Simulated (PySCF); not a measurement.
One of the candidates below gave these computed data.

All candidates are C6H14N2Si2.

| technique | computed result |
| --- | --- |
| Triplet | lowest triplet excitation (Tamm–Dancoff): 5.61 eV [TDA wB97X-D/def2-SVPD] |
| Valence photoelectron | vertical ionisation energy: 9.27 eV [ΔSCF wB97X-D/def2-SVPD] |
| Rotational structure | rotational constants A, B, C: 1.509, 0.513, 0.408 GHz [PBE0-D3(BJ)/def2-SVP] |
| UV, strongest line | among the 10 lowest singlet transitions: S7 at 7.70 eV (161 nm, f = 0.110) [TDDFT wB97X-D/def2-SVPD] |
| NMR, other nuclei | isotropic shieldings of nuclei other than C and H, by class: -39 (1 N), 263 (1 N), 387 (1 Si), 399 (1 Si) ppm [GIAO PBE0/pcSseg-1] |
| UV, first state | lowest singlet excitation: 6.02 eV (206 nm, f = 0.006) [TDDFT wB97X-D/def2-SVPD] |
| Dipole | 4.86 D [wB97X-D/def2-SVPD] |
| Polarisability | 136.4 au [wB97X-D/def2-SVPD] |
| 1H NMR | chemical shifts (computed TMS as zero) by class: 5.00 (1 H), 4.74 (1 H), 4.07 (1 H), 2.99 (1 H), 2.81 (1 H), 2.55 (1 H), 2.49 (1 H), 1.97 (1 H), 1.36 (1 H), 0.16 (3 H), -0.14 (2 H) ppm [GIAO PBE0/pcSseg-1] |
| 13C NMR | chemical shifts (computed TMS as zero) by class: 126.9 (1 C), 32.5 (1 C), 30.4 (1 C), 20.9 (1 C), 17.4 (1 C), -8.6 (1 C) ppm [GIAO PBE0/pcSseg-1] |

Electronic properties: PySCF, gas phase, density fitting. Levels stand in brackets. One conformer (not necessarily the lowest) at the PBE0-D3(BJ)/def2-SVP geometry, without solvent, vibrations or thermal averaging. Each NMR value is the plain mean over a class of atoms that symmetry, rotation or inversion makes alike.

Problem. Which candidate is it?
A. `C[Si@@H]([SiH2]N)[C@H]1C[C@H](C#N)C1`
B. `C[SiH2]N[SiH2][C@@H]1CC[C@@H]1C#N`
C. `CN(C)[Si@H]1C=C[Si@@H](N)C=C1`
D. `N#C[C@@H]1CCN([SiH2]C[SiH3])C1`

Solution. A. It is `C[Si@@H]([SiH2]N)[C@H]1C[C@H](C#N)C1`. Numbering: `[CH3:1][Si@@H:2]([SiH2:3][NH2:4])[C@H:5]1[CH2:6][C@H:7]([C:8]#[N:9])[CH2:10]1`. Its formula, C6H14N2Si2, gives 3 degrees of unsaturation: 1 ring and 2 π bonds in the structure found. 6 carbons fall into 6 classes; from least to most shielded: nitrile carbon [C8] (126.9 ppm), four-membered-ring carbon [C6] (32.5 ppm), four-membered-ring carbon [C10] (30.4 ppm), sp3 carbon next to a nitrile [C7] (20.9 ppm), ring sp3 carbon bound to silicon [C5] (17.4 ppm), Si-methyl carbon [C1] (-8.6 ppm). Hydrogen classes from least to most shielded: 1 H on an SiH2 silicon, Si3 (5.00 ppm), 1 H on an SiH2 silicon, Si3 (4.74 ppm), 1 H on an SiH silicon, Si2 (4.07 ppm), 1 H on a four-membered-ring carbon, C10 (2.99 ppm), 1 H on an sp3 carbon next to a nitrile, C7 (2.81 ppm), 1 H on a four-membered-ring carbon, C6 (2.55 ppm), 1 H on a four-membered-ring carbon, C10 (2.49 ppm), 1 H on a four-membered-ring carbon, C6 (1.97 ppm), 1 H on an sp3 carbon bound to silicon, C5 (1.36 ppm), 3 H on an Si-methyl carbon, C1 (0.16 ppm), 2 H on a silicon-bound nitrogen, N4 (-0.14 ppm, a mean of values up to 0.5 ppm apart in this geometry). The other shieldings belong to: -39 ppm, nitrile nitrogen [N9]; 263 ppm, silicon-bound nitrogen [N4]; 387 ppm, SiH silicon [Si2]; 399 ppm, SiH2 silicon [Si3]. The first electron is taken from the HOMO, whose largest Löwdin shares are 0.32 on the silicon-bound nitrogen, 0.20 on the SiH2 silicon, 0.14 on the SiH silicon and 0.11 on an Si–H hydrogen. The optimised geometry has point group C1 and is an asymmetric top.

The others, at the same levels:
- `CN(C)[Si@H]1C=C[Si@@H](N)C=C1` fails: it has 3 carbon classes against 6; its computed 13C shifts are 161.0 (2 C), 158.4 (2 C), 39.5 (2 C) ppm, 1H shifts are 7.15 (2 H), 7.05 (2 H), 4.69 (1 H), 4.66 (1 H), 2.49 (6 H), 0.19 (2 H) ppm and lowest singlet excitation is 4.66 eV (266 nm, f = 0.005) (against 6.02 eV).
- `C[SiH2]N[SiH2][C@@H]1CC[C@@H]1C#N` fails: its computed 13C shifts are 128.9 (1 C), 26.7 (1 C), 25.9 (1 C), 22.9 (1 C), 19.8 (1 C), 1.4 (1 C) ppm, 1H shifts are 5.07 (1 H), 4.90 (1 H), 4.65 (1 H), 4.54 (1 H), 2.98 (1 H), 2.28 (1 H), 2.08 (1 H), 2.04 (1 H), 1.70 (1 H), 1.38 (1 H), 1.22 (1 H), 0.25 (3 H) ppm and lowest singlet excitation is 6.64 eV (187 nm, f = 0.011) (against 6.02 eV).
- `N#C[C@@H]1CCN([SiH2]C[SiH3])C1` fails: its computed 13C shifts are 127.0 (1 C), 57.9 (1 C), 47.2 (1 C), 35.0 (1 C), 31.7 (1 C), -7.5 (1 C) ppm, 1H shifts are 4.76 (1 H), 4.75 (1 H), 3.91 (3 H), 3.35 (1 H), 3.27 (1 H), 3.12 (1 H), 3.06 (1 H), 2.43 (1 H), 2.13 (1 H), 1.82 (1 H), 0.02 (1 H), -0.14 (1 H) ppm and vertical ionisation energy is 8.36 eV (against 9.27 eV).

Each candidate is one conformer, not necessarily the lowest. The conformers computed, where there is a choice (atom-mapped SMILES and torsion angles):
- `[CH3:1][Si@@H:2]([SiH2:3][NH2:4])[C@H:5]1[CH2:6][C@H:7]([C:8]#[N:9])[CH2:10]1`: C1–Si2–Si3–N4 -166°, C1–Si2–C5–C6 76°, H–N4–Si3–Si2 -168°, H–N4–Si3–Si2 56°
- `[CH3:1][N:2]([CH3:3])[Si@H:4]1[CH:5]=[CH:6][Si@@H:7]([NH2:8])[CH:9]=[CH:10]1`: C1–N2–Si4–C5 143°, H–N8–Si7–C6 -152°, H–N8–Si7–C6 65°
- `[CH3:1][SiH2:2][NH:3][SiH2:4][C@@H:5]1[CH2:6][CH2:7][C@@H:8]1[C:9]#[N:10]`: C1–Si2–N3–Si4 -110°, Si2–N3–Si4–C5 99°, N3–Si4–C5–C6 165°

The conformers of `N#C[C@@H]1CCN([SiH2]C[SiH3])C1` aren't listed.
